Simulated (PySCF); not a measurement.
disiloxane (H₆OSi₂), SMILES [SiH3]O[SiH3]. Atoms are numbered in the order given.

```xyz
9

Si     1.5880     0.0000     0.0697
O      0.0000     0.0000    -0.3995
Si    -1.5880     0.0000     0.0697
H      2.4403     0.0000    -1.1518
H      1.8877    -1.2152     0.8867
H      1.8877     1.2152     0.8867
H     -1.8877     1.2152     0.8867
H     -2.4403     0.0000    -1.1518
H     -1.8877    -1.2152     0.8867
```

The structure is a stationary point at PBE0-D3(BJ)/def2-SVP.

Computed with B3LYP/pcJ-1 run with PySCF.

Isotropic couplings with Fermi-contact, spin-dipole and both spin-orbit terms, one fixed conformer, no vibrational averaging. Isotopes: 1H, 29Si.

Task: Estimate the spin–spin coupling constants. (Estimate from the structure and the level; the computed values follow.)

Result: 
```json
[
 {"pair": "Si1–H4", "bonds apart": "1", "J (Hz)": "-252.0"},
 {"pair": "Si1–H5", "bonds apart": "1", "J (Hz)": "-232.6"},
 {"pair": "Si1–H6", "bonds apart": "1", "J (Hz)": "-232.6"},
 {"pair": "Si3–H7", "bonds apart": "1", "J (Hz)": "-232.6"},
 {"pair": "Si3–H8", "bonds apart": "1", "J (Hz)": "-252.0"},
 {"pair": "Si3–H9", "bonds apart": "1", "J (Hz)": "-232.6"},
 {"pair": "Si1–Si3", "bonds apart": "2", "J (Hz)": "-2.1"},
 {"pair": "H4–H5", "bonds apart": "2", "J (Hz)": "15.7"},
 {"pair": "H4–H6", "bonds apart": "2", "J (Hz)": "15.7"},
 {"pair": "H5–H6", "bonds apart": "2", "J (Hz)": "16.1"},
 {"pair": "H7–H8", "bonds apart": "2", "J (Hz)": "15.7"},
 {"pair": "H7–H9", "bonds apart": "2", "J (Hz)": "16.1"},
 {"pair": "H8–H9", "bonds apart": "2", "J (Hz)": "15.7"},
 {"pair": "Si1–H7", "bonds apart": "3", "J (Hz)": "0.4"},
 {"pair": "Si1–H8", "bonds apart": "3", "J (Hz)": "-7.4"},
 {"pair": "Si1–H9", "bonds apart": "3", "J (Hz)": "0.4"},
 {"pair": "Si3–H4", "bonds apart": "3", "J (Hz)": "-7.4"},
 {"pair": "Si3–H5", "bonds apart": "3", "J (Hz)": "0.4"},
 {"pair": "Si3–H6", "bonds apart": "3", "J (Hz)": "0.4"},
 {"pair": "H4–H7", "bonds apart": "4", "J (Hz)": "-0.3"},
 {"pair": "H4–H8", "bonds apart": "4", "J (Hz)": "-0.6"},
 {"pair": "H4–H9", "bonds apart": "4", "J (Hz)": "-0.3"},
 {"pair": "H5–H8", "bonds apart": "4", "J (Hz)": "-0.3"},
 {"pair": "H6–H8", "bonds apart": "4", "J (Hz)": "-0.3"}
]
```
